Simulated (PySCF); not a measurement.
## `InChI=1S/C5H6N2SSi/c8-3-5-6-1-4(9)2-7-5/h1-3H,9H3`

Molfile (atoms numbered from 1):
```
C5H6N2SSi
     RDKit          3D

 15 15  0  0  0  0  0  0  0  0999 V2000
   -3.0044   -0.2349    0.1731 Si  0  0  0  0  0  4  0  0  0  0  0  0
   -1.1342   -0.0685    0.0403 C   0  0  0  0  0  0  0  0  0  0  0  0
   -0.2649   -0.3871    1.0975 C   0  0  0  0  0  0  0  0  0  0  0  0
    1.0520   -0.2964    1.0082 N   0  0  0  0  0  0  0  0  0  0  0  0
    1.5487    0.1235   -0.1574 C   0  0  0  0  0  0  0  0  0  0  0  0
    3.0115    0.2410   -0.3271 C   0  0  0  0  0  0  0  0  0  0  0  0
    4.1328   -0.0974    0.7831 S   0  0  0  0  0  0  0  0  0  0  0  0
    0.8280    0.4656   -1.2320 N   0  0  0  0  0  0  0  0  0  0  0  0
   -0.4909    0.3686   -1.1257 C   0  0  0  0  0  0  0  0  0  0  0  0
   -3.6475    0.7927   -0.6969 H   0  0  0  0  0  0  0  0  0  0  0  0
   -3.4381   -1.5922   -0.2756 H   0  0  0  0  0  0  0  0  0  0  0  0
   -3.4086   -0.0399    1.5959 H   0  0  0  0  0  0  0  0  0  0  0  0
   -0.6602   -0.7276    2.0634 H   0  0  0  0  0  0  0  0  0  0  0  0
    3.2780    0.5980   -1.3334 H   0  0  0  0  0  0  0  0  0  0  0  0
   -1.0686    0.6578   -2.0128 H   0  0  0  0  0  0  0  0  0  0  0  0
  1  2  1  0
  2  3  2  0
  3  4  1  0
  4  5  2  0
  5  6  1  0
  6  7  2  0
  5  8  1  0
  8  9  2  0
  9  2  1  0
  1 10  1  0
  1 11  1  0
  1 12  1  0
  3 13  1  0
  6 14  1  0
  9 15  1  0
M  END
```

Method: PySCF, quadratic response CAM-B3LYP/aug-cc-pVDZ first hyperpolarisability, Taylor convention, gas phase. Geometry: PBE0-D3(BJ)/def2-SVP.

Problem. Give the tensor of the static β(0;0,0) in the axes of these coordinates.

Solution. In au, Taylor convention; rows are the first index (the induced dipole):
```csv
,xx,yy,zz,xy,xz,yz
x,-617.6,+3.1,-4.8,-30.9,-41.1,+1.0
y,-30.9,+10.1,-4.3,+3.1,+1.0,+5.7
z,-41.1,+5.7,-18.6,+1.0,-4.8,-4.3
```
Norm of βᵢ = ⅓ Σⱼ (βᵢⱼⱼ + βⱼᵢⱼ + βⱼⱼᵢ): 622.1 au, hyper-Rayleigh value 258.1 au.
